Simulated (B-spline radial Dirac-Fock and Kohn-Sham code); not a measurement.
**K-line shifts caused by a second vacancy in As²⁺**

System: the As²⁺ ion in the configuration 1s2 2s2 2p6 3s2 3p6 3d10 4s2 4p1, inside a Watson sphere of charge -2 and radius 1.8 Å (a model of the Madelung potential; inside it an electron's potential energy is raised by 16.0 eV).

Method: relaxed Dirac-Fock hole states (ΔSCF) with Breit and QED corrections and a finite nucleus. Computed with a radial finite-basis atomic code. Each two-hole energy is an average over J within one jj subconfiguration, not an observable level; in light atoms, where LS coupling holds, the j-resolved values are not observed lines, and for a K spectator the Kα1 hypersatellite is nearly forbidden. No correlation.

Lines without a spectator: Kα2 (K-L2) 10506.9 eV, Kα1 (K-L3) 10542.8 eV, Kβ3 (K-M2) 11718.7 eV, Kβ1 (K-M3) 11723.7 eV. Shifts in eV with one spectator hole (a dash: not computed, or left out as unreliable):

```tsv
spectator hole	Kα2	Kα1	Kβ3	Kβ1
K (1s)	+354.4	+359.0	+444.4	+445.2
L2 (2p1/2)	+34.9	+42.9	–	+93.7
L3 (2p3/2)	+38.3	+37.1	+88.8	–
M2 (3p1/2)	–	+3.41	+7.36	+9.58
M3 (3p3/2)	+2.95	–	+8.79	+8.27
M4 (3d3/2)	-0.15	-1.34	–	–
M5 (3d5/2)	-1.46	-0.68	–	–
```
